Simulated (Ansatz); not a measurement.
Computed with Ansatz on PBE0-D4/def2-TZVP structures; ΔE is electronic, products minus reactants. CBS: MP2 limit from def2 TZ/QZ plus the TZ coupled-cluster correction, frozen cores. DFT in def2-TZVPP. Each species was taken in one conformer, which may not be the lowest.

Consider the redistribution: `C=CB(C)[SiH3]` + `[CH3][AlH][CH]=N` → `C=CB(C)C=N` + `[CH3][AlH][SiH3]`.

`C=CB(C)[SiH3]`:

```xyz
14

C     1.618   -1.660    0.324
C     0.331   -1.302    0.376
B    -0.138    0.142    0.077
C     0.780    1.384    0.308
Si   -2.000    0.432   -0.675
H     2.403   -0.930    0.152
H     1.941   -2.693    0.423
H    -0.398   -2.098    0.525
H     1.837    1.165    0.482
H     0.403    1.871    1.221
H     0.690    2.145   -0.473
H    -1.910    0.449   -2.167
H    -2.965   -0.644   -0.307
H    -2.593    1.739   -0.265
```

`[CH3][AlH][CH]=N`:

Cartesian coordinates in Å:
```
C -1.569 0.532 0.583
Al 0.322 0.201 0.879
C 1.415 -0.512 -0.616
N 0.781 -0.694 -1.711
H -2.186 -0.065 1.263
H -1.853 0.288 -0.443
H -1.824 1.579 0.773
H 1.037 0.479 2.276
H 2.491 -0.747 -0.552
H 1.387 -1.060 -2.452
```

`C=CB(C)C=N`:

Z-matrix (Å, degrees):
```
C
B 1 1.562
H 1 1.096 2 110.4
H 1 1.098 2 108.6 3 -114.3
H 1 1.091 2 116.2 3 123.8
C 2 1.549 1 124.3 3 -128.1
C 2 1.578 1 117.5 3 50.7
C 6 1.336 2 123.4 1 -1.3
H 6 1.090 2 119.7 1 -179.0
N 7 1.275 2 124.8 1 -144.1
H 7 1.098 2 120.0 1 29.8
H 8 1.086 6 122.5 2 -178.1
H 8 1.086 6 121.5 2 1.6
H 10 1.025 7 110.2 2 -5.6
```

`[CH3][AlH][SiH3]`:

Cartesian coordinates in Å:
```
C -0.076 1.513 1.159
Al 0.859 0.194 0.063
Si -0.393 -1.547 -1.144
H 0.167 2.528 0.826
H -1.162 1.404 1.146
H 0.258 1.445 2.200
H 2.448 0.258 -0.033
H -1.381 -0.939 -2.084
H -1.182 -2.386 -0.193
H 0.463 -2.471 -1.941
```

```tsv
level	ΔE (kJ/mol)
ωB97M-V	-36.4
B2PLYP	-39.4
r2SCAN	-43.6
PBE0	-46.1
HF/def2-QZVPP	-40.4
MP2/def2-QZVPP	-37.4
SCS-MP2/def2-QZVPP	-36.7
CCSD/CBS(def2)	-39.5
```

Problem. What does CCSD(T)/CBS give? (Estimate.)

Solution. The calculation gave: -39.6 kJ/mol. The listed levels differ from it by 3.2, 0.2, -4.0, -6.5, -0.8, 2.2, 2.9, 0.1 kJ/mol.

Largest T1 diagnostic among the species: 0.012.
